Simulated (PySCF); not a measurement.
Ranking problems on computed properties.

All species are isolated and taken at one optimised geometry (atoms past krypton carry core potentials, spin–orbit coupling is left out); the electronic structure was computed with PySCF and density fitting.

Dipoles, sizes and rotational constants follow the conformer. The torsions of the flexible species, by atom-mapped SMILES:
- `[CH2:1]1[CH2:2][CH:3]([C@@H:4]2[CH2:5][C:6]23[CH2:7][CH2:8][CH2:9]3)[CH2:10]1`: C2–C3–C4–C5 -92°
- `[CH3:1][C:2](=[O:3])[NH:4][SiH:5]1[SiH2:6][SiH2:7][SiH2:8]1`: C1–C2–N4–Si5 180°, C2–N4–Si5–Si6 49°
- `[CH2:1]=[CH:2][CH2:3][SiH2:4][SiH2:5][CH2:6][Cl:7]`: C1–C2–C3–Si4 115°, C2–C3–Si4–Si5 -55°, C3–Si4–Si5–C6 58°, Si4–Si5–C6–Cl7 48°
- `[CH3:1][Si:2]1([CH2:3][Cl:4])[CH2:5][SiH2:6][CH2:7]1`: C1–Si2–C3–Cl4 179°
- `[SiH3:1]/[CH:2]=[CH:3]\[SiH2:4][c:5]1[cH:6][cH:7][cH:8][o:9]1`: C2–C3–Si4–C5 31°, C3–Si4–C5–C6 -118°
- `[SiH3:1]/[CH:2]=[CH:3]/[SiH2:4][c:5]1[cH:6][cH:7][cH:8][o:9]1`: C2–C3–Si4–C5 115°, C3–Si4–C5–C6 -14°

The conformers of `C1C2CC3CC1CC(C2)C3` aren't listed.

Task: Rank by lowest singlet excitation, lowest first (TDDFT wB97X-D/def2-SVPD at PBE0-D3(BJ)/def2-SVP geometries).
A. `C=CC[SiH2][SiH2]CCl`
B. `CC(=O)N[SiH]1[SiH2][SiH2][SiH2]1`
C. `C1CC([C@@H]2CC23CCC3)C1`
D. `[H][Sn]([H])([CH3])[O]C(C)(C)C`

Result: B (5.00 eV), D (6.18 eV), A (6.62 eV), C (7.64 eV).

Task: Rank by static isotropic polarisability, lowest first (wB97X-D/def2-SVPD at PBE0-D3(BJ)/def2-SVP geometries).
A. `C=CC[SiH2][SiH2]CCl`
B. `[SiH3]/C=C\[SiH2]c1ccco1`
C. `C[Si]1(CCl)C[SiH2]C1`
D. `[CH3][SnH2][O]C(C)(C)C`

Result: D (106.4 au), C (110.0 au), A (118.3 au), B (123.9 au).

Task: Rank by smallest rotational constant, lowest first (PBE0-D3(BJ)/def2-SVP).
A. `[SiH3]/C=C/[SiH2]c1ccco1`
B. `C[Si]1(CCl)C[SiH2]C1`
C. `C=CC[SiH2][SiH2]CCl`
D. `C(/[SiH3])=C/[SiH2]c1ccco1`

Result: A (0.403 GHz), D (0.720 GHz), C (0.821 GHz), B (0.888 GHz).

Task: By how much do the two ends of that ranking differ?

Result: By 0.485 GHz, between `C[Si]1(CCl)C[SiH2]C1` and `[SiH3]/C=C/[SiH2]c1ccco1`.

Task: Rank by HOMO energy, highest first (wB97X-D/def2-SVPD at PBE0-D3(BJ)/def2-SVP geometries).
A. `C1C2CC3CC1CC(C2)C3`
B. `C=CC[SiH2][SiH2]CCl`
C. `C1B(C=CC=CC=1)C#N`
D. `[SiH3]/C=C\[SiH2]c1ccco1`

Result: D (-8.60 eV), B (-9.11 eV), C (-9.34 eV), A (-9.67 eV).

Task: By how much do the two ends of that ranking differ?

Result: By 1.07 eV, between `[SiH3]/C=C\[SiH2]c1ccco1` and `C1C2CC3CC1CC(C2)C3`.

Task: Rank by lowest triplet excitation (Tamm–Dancoff), lowest first (TDA wB97X-D/def2-SVPD at PBE0-D3(BJ)/def2-SVP geometries).
A. `C(C)(N[SiH]1[SiH2][SiH2][SiH2]1)=O`
B. `C1C2CC3CC1CC(C2)C3`
C. `[H][Sn]([H])([CH3])[O]C(C)(C)C`
D. `[SiH3]/C=C\[SiH2]c1ccco1`
E. `C1CC([C@@H]2CC23CCC3)C1`

Result: D (3.91 eV), A (4.63 eV), C (5.77 eV), E (7.55 eV), B (7.85 eV).

Task: Rank by dipole moment, lowest first (wB97X-D/def2-SVPD at PBE0-D3(BJ)/def2-SVP geometries).
A. `CC(=O)N[SiH]1[SiH2][SiH2][SiH2]1`
B. `[SiH2]1C[Si](C1)(C)CCl`
C. `[SiH3]/C=C\[SiH2]c1ccco1`
D. `C=CC[SiH2][SiH2]CCl`
E. `C1CC([C@@H]2CC23CCC3)C1`

Result: E (0.12 D), C (0.51 D), D (1.63 D), B (2.58 D), A (4.23 D).
